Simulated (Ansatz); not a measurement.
Reactions of `OC1=N[SiH2]N1`.

Calculated with Ansatz (gas phase, PBE0-D4/def2-TZVP geometries, no zero-point term in ΔE). CBS: MP2 limit from def2 TZ/QZ plus the TZ coupled-cluster correction, frozen cores. This one scheme is used for every species, atoms too. No spin–orbit coupling; open shells (•) take unrestricted orbitals. Spin–orbit coupling would lower the free atoms: a little for C, O, Si. One conformer a species, not always the lowest.

(1) Order these by ΔE at CCSD(T)/CBS, lowest first. (Estimate.)
A. `OC1=N[SiH2]N1` → C• + 4 H• + 2 N• + O• + Si•
B. `OC1=N[SiH2]N1` + H₂ → `C1=N[SiH2]N1` + H₂O
C. `OC1=N[SiH2]N1` → `N=C1O[SiH]1N`
D. `OC1=N[SiH2]N1` → `N#CN[SiH2]O`

Largest T1 diagnostic: 0.015, for `N=C1O[SiH]1N`.

## Answers

(1) D (-1.15 eV), B (-0.22 eV), C (+0.01 eV), A (+35.76 eV).
